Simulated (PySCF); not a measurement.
Isomers of C8H12. Computed with PySCF, PBE0-D3(BJ)/def2-SVP geometry optimisation, gas phase. Energies are electronic, without zero-point or thermal terms, for one conformer each. No frequencies were run at this level. Point groups hold within 0.08 Å.

Task: Order them by energy at this level, lowest first, and give relative energies in kJ/mol.
A. `[CH3:1][C:2]#[C:3][CH2:4][CH:5]1[CH2:6][CH2:7][CH2:8]1` with C3–C4–C5–C6 66°, C4–C5–C6–C7 141°, C5–C6–C7–C8 -19°, C6–C7–C8–C5 19°, C4–C5–C8–C7 -142°
B. `[CH2:1]=[C:2]=[CH:3][C@@H:4]([CH:5]=[CH2:6])[CH2:7][CH3:8]` with C2–C3–C4–C5 118°, C3–C4–C5–C6 -118°, C3–C4–C7–C8 63°
C. `[CH2:1]=[CH:2]/[CH:3]=[CH:4]\[C:5](=[CH2:6])[CH2:7][CH3:8]` with C1–C2–C3–C4 180°, C3–C4–C5–C6 173°, C4–C5–C7–C8 -71°

Result: C (0.0), A (55.3), B (73.7).

As drawn, the highest has cumulated double bonds, which the lowest lacks.

| SMILES | E (Eh) | E rel (kJ/mol) | dipole (D) | point group | A, B, C (MHz) |
| --- | --- | --- | --- | --- | --- |
| C=C/C=C\C(=C)CC | -311.42337 | 0.0 | 0.34 | C1 | 3235, 1278, 984.0 |
| CC#CCC1CCC1 | -311.40230 | 55.3 | 0.20 | C1 | 5827, 862.4, 784.7 |
| C=C=C[C@@H](C=C)CC | -311.39528 | 73.7 | 0.35 | C1 | 2089, 1503, 965.0 |
